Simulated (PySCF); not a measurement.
# Working out the ionisation energy of Rb

Rb [Kr] 5s1 (2S) → Rb⁺ [Kr] (1S). Calculation: PySCF 2.14, in def2-TZVPPD with the def2 core potential (28 electrons); scalar relativity through the core potential. Frozen: nothing. Energies in hartree (1 hartree = 27.21139 eV):

```csv
part,Rb (lower),Rb⁺ (upper)
UHF,-23.802565,-23.662743
CCSD correlation,-0.105865,-0.095563
(T),-0.001948,-0.001534
```

What does Hartree-Fock give?

(-23.662743) − (-23.802565) = 0.139822 hartree = 3.805 eV.

What do CCSD and CCSD(T) give?

The CCSD correlation energies differ by 0.010302 hartree = 0.280 eV and the triples by 0.000414 hartree = 0.011 eV, so CCSD gives 4.085 eV and CCSD(T) 4.096 eV.

Measured between the centres of the two terms (NIST): 4.177 eV, so CCSD(T) (valence and next inner shell) is off by -0.081 eV.

What remains against the reference includes basis incompleteness and higher excitations.
